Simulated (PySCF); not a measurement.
Isomers of C6H11BO2, from PySCF 2.14.0, PBE0-D3(BJ)/def2-SVP geometry optimisation, gas phase. One conformer each, no zero-point energy, no frequencies.

Question: Which isomer lies lower at this level?
A. `[CH3:1][C:2]([CH3:3])([CH3:4])[C:5]#[C:6][B:7]([OH:8])[OH:9]` with C6–B7–O8–H 180°, C6–B7–O9–H 180°: A = 3153, B = 675.0, C = 633.4 MHz, dipole 1.72 D
B. `[CH2:1]=[C:2]([CH3:3])[C@H:4]1[CH2:5][CH2:6][O:7][BH:8][O:9]1` with C1–C2–C4–C5 -117°, C2–C4–C5–C6 176°, C4–C5–C6–O7 -52°, C5–C6–O7–B8 26°, C6–O7–B8–O9 1°: A = 3349, B = 1174, C = 928.1 MHz, dipole 3.22 D

Answer: B. That is `C1C[C@@H](OBO1)C(C)=C`, 6.2 kcal/mol below the other.

```json
{"SMILES": "C=C(C)[C@H]1CCOBO1", "mapped SMILES": "[CH2:1]=[C:2]([CH3:3])[C@H:4]1[CH2:5][CH2:6][O:7][BH:8][O:9]1", "E (Eh)": "-409.86804", "relative (kcal/mol)": "0.0", "relative (kJ/mol)": "0.0", "dipole (D)": "3.22"}
{"SMILES": "CC(C)(C)C#CB(O)O", "mapped SMILES": "[CH3:1][C:2]([CH3:3])([CH3:4])[C:5]#[C:6][B:7]([OH:8])[OH:9]", "E (Eh)": "-409.85809", "relative (kcal/mol)": "6.2", "relative (kJ/mol)": "26.1", "dipole (D)": "1.72"}
```

As drawn, the lower has a C=C bond outside aromatic rings, which the higher lacks; the higher has a C≡C bond, an O–H bond and a quaternary carbon, which the lower lacks.
